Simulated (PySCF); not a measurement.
C3H2F2N2OSe.
Numbering: `[F:1][CH:2]([F:3])[O:4][c:5]1[cH:6][n:7][se:8][n:9]1` (hydrogens: H10 on C2; H11 on C6)

Method: PBE0-D3(BJ)/def2-SVP geometry optimisation, gas phase in PySCF.

Q: Give the optimised bond lengths and angles.

A: 
```json
{"bond": "F1–C2, C2–F3", "length (Å)": "1.333"}
{"bond": "C2–O4", "length (Å)": "1.381"}
{"bond": "O4–C5", "length (Å)": "1.347"}
{"bond": "C5–C6", "length (Å)": "1.449"}
{"bond": "C6–N7", "length (Å)": "1.297"}
{"bond": "N7–Se8", "length (Å)": "1.803"}
{"bond": "Se8–N9", "length (Å)": "1.799"}
{"bond": "C5–N9", "length (Å)": "1.295"}
{"bond": "C2–H10", "length (Å)": "1.100"}
{"bond": "C6–H11", "length (Å)": "1.094"}
```

Bonds in one row agree within 0.01 Å and their mean is given. A selection of angles:
```json
{"angle": "F1–C2–F3", "degrees": "108.0"}
{"angle": "F1–C2–O4", "degrees": "107.5"}
{"angle": "F3–C2–O4", "degrees": "108.6"}
{"angle": "C2–O4–C5", "degrees": "118.9"}
{"angle": "O4–C5–C6", "degrees": "118.6"}
{"angle": "O4–C5–N9", "degrees": "124.2"}
{"angle": "C6–C5–N9", "degrees": "117.2"}
{"angle": "C5–C6–N7", "degrees": "115.6"}
{"angle": "C6–N7–Se8", "degrees": "107.6"}
{"angle": "N7–Se8–N9", "degrees": "92.5"}
{"angle": "C5–N9–Se8", "degrees": "107.0"}
```

Torsions: F1–C2–O4–C5 -132° (anticlinal); C2–O4–C5–C6 178° (antiperiplanar). The mirror-image conformer, all signs reversed, is as good.

The C–O distances run from 1.347 Å (O4–C5, drawn single) to 1.381 Å (C2–O4, drawn single), a spread of 0.034 Å. The 5-membered ring C5–C6–N7–Se8–N9 has internal angles of 92.5° to 117.2° (sum 540°, against 540° for a flat polygon); it is planar, 0.00 Å rms from its mean plane, widest ring torsion 0°. N7 (pyridine-type nitrogen) is bent (angle 107.6°). Of the pairs four or more bonds apart, N9···H10 is among the closest relative to their van der Waals radii: 2.29 Å, 83 % of the sum of Bondi's values.

Point group: C1 (no symmetry element, even within 0.4 Å). Stationary, but not proved a minimum. The numbers are those of one conformer.

The run took 59 s of wall time on an Intel Xeon 6975P-C with one thread, no GPU, on a shared host, and the process peaked at 0.62 GiB of memory. These figures are those of the optimisation.
